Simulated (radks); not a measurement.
Species: the oxygen ion O2+. Configuration: [He] 2s2 2p1 4p1 (not the ground configuration).

Calculated with a radial shooting solver on a logarithmic mesh with Libxc functionals: scalar-relativistic Kohn-Sham, PBE, spin-polarised, spherical densities, finite nucleus; open shells are filled with parallel spins first; Fermi nuclear charge, rms radius 2.6991 fm.

Energy parts (Ry):
part                      energy
total                 -143.16161
kinetic                143.12762
electron-nucleus      -318.38845
Hartree                 45.70879
exchange-correlation   -13.60957

Orbitals (lengths in bohr, moments of r in powers of bohr; r(max) is where P^2 peaks; r(90%) holds 90 % of the orbital's charge):
orbital  occ.  eigenvalue (Ry)  r(max)  r(90%)
1s up       1        -42.71443  0.1291   0.357
1s down     1        -42.62925  0.1290   0.356
2s up       1         -5.52195  0.8053    1.51
2s down     1         -5.30357  0.8108    1.53
2p up       1         -4.45717  0.7026    1.50
2p down     0         -4.23007  0.7106    1.53
4p up       1         -0.63084   6.042    8.44

The highest occupied level is 4p up at -8.583 eV. The configuration is held as typed, so some empty levels lie below it. The density falls to 0.001 e/bohr^3 at r = 2.63 bohr.
